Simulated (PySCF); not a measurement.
A side-by-side comparison of computed properties.

First species: C₄H₈ClNSi.
SMILES: `[H]/N=C\C/C=C\[SiH2]Cl`

Second species: C4H9FOSi2.
SMILES: `O=C[SiH2]C/C=C(/F)[SiH3]`

Levels: CAM-B3LYP/def2-SVPD for dipole moment, HOMO energy, LUMO energy, HOMO–LUMO gap, static isotropic polarisability and electronic spatial extent ⟨r²⟩ about the centre of nuclear charge; TDDFT CAM-B3LYP/def2-SVPD for lowest singlet excitation; TDA CAM-B3LYP/def2-SVPD for lowest triplet excitation (Tamm–Dancoff); GFN2-xTB for rotational constant A and rotational constant C. Geometries: GFN2-xTB. All species are isolated and taken at one optimised geometry, non-relativistic unless stated; the electronic structure was computed with PySCF and density fitting.

Dipoles, sizes and rotational constants follow the conformer. The torsions of the flexible species, by atom-mapped SMILES:
- `[H]/[N:1]=[CH:2]\[CH2:3]/[CH:4]=[CH:5]\[SiH2:6][Cl:7]`: N1–C2–C3–C4 117°, C2–C3–C4–C5 102°, C4–C5–Si6–Cl7 -62°
- `[O:1]=[CH:2][SiH2:3][CH2:4]/[CH:5]=[C:6](/[F:7])[SiH3:8]`: O1–C2–Si3–C4 -2°, C2–Si3–C4–C5 179°, Si3–C4–C5–C6 -105°

Which of the two has the higher dipole moment, and by how much?

The first: 3.34 D against 1.49 D, a difference of 1.85 D.

Which has the higher S1 energy?

The first: 5.08 eV against 3.24 eV, a difference of 1.84 eV.

Which has the higher T1 energy?

The first: 4.03 eV against 2.56 eV, a difference of 1.47 eV.

Which has the higher static isotropic polarisability?

The second: 105.5 au against 94.4 au, a difference of 11.1 au.

Which has the higher ⟨r²⟩?

The second: 2075 bohr² against 1412 bohr², a difference of 663 bohr².

Which of the two has the higher rotational constant C, and by how much?

The first: 0.796 GHz against 0.523 GHz, a difference of 0.273 GHz.

Which has the higher LUMO energy?

The first: -0.19 eV against -0.48 eV, a difference of 0.29 eV.

Which of the two has the higher HOMO energy, and by how much?

The second: -8.30 eV against -8.78 eV, a difference of 0.48 eV.

On the first: The polarisability is 13.99 Å³ as a volume (1 au = 0.148185 Å³), or 1.35 au for each of the 70 electrons. No computed singlet falls in the visible range (750 to 380 nm, 1.65 to 3.26 eV); S1 lies 1.82 eV above its blue end.

On the second: The polarisability is 15.64 Å³ as a volume (1 au = 0.148185 Å³), or 1.35 au for each of the 78 electrons. A dipole of 1.49 D is allowed in C1, and pure rotational transitions are dipole-allowed.
